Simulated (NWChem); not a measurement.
System: C2H5ClOSi; SMILES [SiH2](C(=C)Cl)O

Input file for NWChem:

```
start job
memory heap 200 mb stack 900 mb global 1100 mb
geometry units angstroms noautosym nocenter noautoz
  C      1.668066    -1.229218    -0.356897
  C      0.572186    -0.547763     0.019566
  Cl    -0.957189    -1.398836     0.307731
  Si     0.385719     1.311391     0.301523
  O     -0.938134     1.868697    -0.565987
  H      1.673708    -2.323021    -0.489527
  H      2.603806    -0.678627    -0.544975
  H      1.598972     2.019666    -0.218314
  H      0.232503     1.537625     1.782495
  H     -1.697836     1.258816    -0.519207
end
basis spherical
  C library def2-tzvp
  Cl library def2-tzvp
  Si library def2-tzvp
  O library def2-tzvp
  H library def2-tzvp
end
dft
  xc hfexch
  iterations 150
  semidirect filesize 400000000
end
property
  efieldgrad
end
task dft property
```

Excerpt of the output:

```
             Northwest Computational Chemistry Package (NWChem) 7.3.0
             --------------------------------------------------------

                             Geometry "geometry" -> ""
                             -------------------------

 Output coordinates in angstroms (scale by  1.889725989 to convert to a.u.)

  No.       Tag          Charge          X              Y              Z
 ---- ---------------- ---------- -------------- -------------- --------------
    1 C                    6.0000     1.66806600    -1.22921800    -0.35689700
    2 C                    6.0000     0.57218600    -0.54776300     0.01956600
    3 Cl                  17.0000    -0.95718900    -1.39883600     0.30773100
    4 Si                  14.0000     0.38571900     1.31139100     0.30152300
    5 O                    8.0000    -0.93813400     1.86869700    -0.56598700
    6 H                    1.0000     1.67370800    -2.32302100    -0.48952700
    7 H                    1.0000     2.60380600    -0.67862700    -0.54497500
    8 H                    1.0000     1.59897200     2.01966600    -0.21831400
    9 H                    1.0000     0.23250300     1.53762500     1.78249500
   10 H                    1.0000    -1.69783600     1.25881600    -0.51920700

 Effective nuclear repulsion energy (a.u.)     272.9191715170

  xc_inp: hfexch multiplicative factor not found.
                              NWChem Property Module
                              ----------------------

  itol2e modified to match energy
  convergence criterion.

                                 NWChem DFT Module
                                 -----------------

 Summary of "ao basis" -> "ao basis" (spherical)
 ------------------------------------------------------------------------------
       Tag                 Description            Shells   Functions and Types
 ---------------- ------------------------------  ------  ---------------------
 C                         def2-tzvp                11       31   5s3p2d1f
 Cl                        def2-tzvp                13       37   5s5p2d1f
 Si                        def2-tzvp                13       37   5s5p2d1f
 O                         def2-tzvp                11       31   5s3p2d1f
 H                         def2-tzvp                 4        6   3s1p

  itol2e modified to match energy
  convergence criterion.

[...]

          -----------------------
          Electric field gradient
          -----------------------

 1 a.u. = 0.324123 10**(16) esu/cm**3  ( or statvolts/cm**2 ) = 0.97174 10**(22) v/m**2

 ------------------------------------------------------------
   Atom      X         Y         Z
 ------------------------------------------------------------
    1 C    3.15219  -2.32289  -0.67444
 ------------------------------------------------------------

 Electric field gradient in molecular frame (a.u.)
         XX             YY             ZZ             XY             XZ             YZ
 ------------------------------------------------------------------------------------------
        0.191313       0.171030      -0.362344      -0.027941      -0.165472       0.072260

 Principal components (a.u.) and orientation
 of principal axis w.r.t. absolute frame                      Asymmetry parameter eta
 --------------------------------------------------------------------------------------
       -0.414675       0.262011       0.152665                       0.263691

        0.257367       0.834941       0.486453
       -0.106216      -0.475917       0.873053
        0.960458      -0.276364      -0.033801

 ------------------------------------------------------------
   Atom      X         Y         Z
 ------------------------------------------------------------
    2 C    1.08127  -1.03512   0.03697
 ------------------------------------------------------------

 Electric field gradient in molecular frame (a.u.)
         XX             YY             ZZ             XY             XZ             YZ
 ------------------------------------------------------------------------------------------
       -0.137850       0.283334      -0.145484      -0.391967      -0.059752       0.158556

 Principal components (a.u.) and orientation
 of principal axis w.r.t. absolute frame                      Asymmetry parameter eta
 --------------------------------------------------------------------------------------
        0.557318      -0.376737      -0.180580                       0.351967

       -0.492849       0.834206       0.247385
        0.838850       0.531061      -0.119604
        0.231151      -0.148572       0.961507

 ------------------------------------------------------------
   Atom      X         Y         Z
 ------------------------------------------------------------
    3 Cl  -1.80882  -2.64342   0.58153
 ------------------------------------------------------------

 Electric field gradient in molecular frame (a.u.)
         XX             YY             ZZ             XY             XZ             YZ
 ------------------------------------------------------------------------------------------
       -2.361644       0.659764       1.701880      -2.343465       0.747530       0.466265

 Principal components (a.u.) and orientation
 of principal axis w.r.t. absolute frame                      Asymmetry parameter eta
 --------------------------------------------------------------------------------------
       -3.780254       1.959537       1.820716                       0.036723

        0.866242      -0.384000       0.319638
        0.473844       0.834273      -0.281889
       -0.158420       0.395642       0.904638

 ------------------------------------------------------------
   Atom      X         Y         Z
 ------------------------------------------------------------
    4 Si   0.72890   2.47817   0.56980
 ------------------------------------------------------------

[...]
```

Level: Hartree-Fock/def2-TZVP. Structure relaxed at the PBE-D3(BJ)/def2-SVP level. NWChem prints the field gradient with the sign opposite to the second derivative of the potential.
